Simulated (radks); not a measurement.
Values are calculated unless marked as measured or tabulated.
Au I, 79 electrons, occupied as [Xe] 4f14 5d10 6s1. Code: a radial shooting solver on a logarithmic mesh with Libxc functionals. Model: Dirac Kohn-Sham, PBE, spin-unpolarised, spherical densities, finite nucleus; Fermi nuclear charge, rms radius 5.4371 fm.

Normalised radial functions P(r) = r R(r) (large component), r in bohr:

```
   r/bohr * 5d3/2, o 6s1/2 (the largest magnitude, 0.86, reaches the edge; | marks zero, & curves that meet)
  0.00136                             *o
 0.002163                             *o
 0.003413                             * o
 0.005385                             * o
 0.008564                             * o
  0.01351                             *o
  0.02132                             o*
  0.03363                           o | *
  0.05349                          o  |    *
   0.0844                             |o      *
   0.1332                             |   o  *
   0.2118                          * o|
   0.3341                *      o     |
   0.5272                           * |   o
   0.8318                             |        o          *
    1.323                      o      |                          *
    2.087         o                   |                *
    3.293            o                |      *
    5.237                       o     |*
    8.263                            o*
```

5d3/2: eigenvalue -7.839 eV, 2 radial nodes at r = 0.190, 0.553 bohr, <r> = 1.57 bohr, 90 % of the charge inside 2.48 bohr. 6s1/2: eigenvalue -5.775 eV, 5 radial nodes at r = 0.0198, 0.0795, 0.205, 0.466, 1.11 bohr, <r> = 2.87 bohr, 90 % of the charge inside 4.35 bohr.
